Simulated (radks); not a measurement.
Q: The mean radii <r> (bohr) of the occupied orbitals of an atom or ion are listed with their occupations. Calculated with a radial shooting solver on a logarithmic mesh with Libxc functionals: scalar-relativistic Kohn-Sham, PBE, spin-unpolarised, spherical densities, finite nucleus; Fermi nuclear charge, rms radius of each element as measured or else 0.836 A^(1/3) + 0.57 fm.

orbital  occ.     <r>
1s          2  0.1561

Name the element and its charge.

A: Z = 10, neon, charge +8: Ne8+ in [He]. The 1s radius gives Z: for a bare nucleus <r> = (2 gamma + 1)/(2Z) with gamma = sqrt(1 - (Z/c)^2), 0.1497 bohr for Z = 10, and screening makes it slightly larger (0.1561 here). The occupations add up to 2, and the charge is Z minus that.
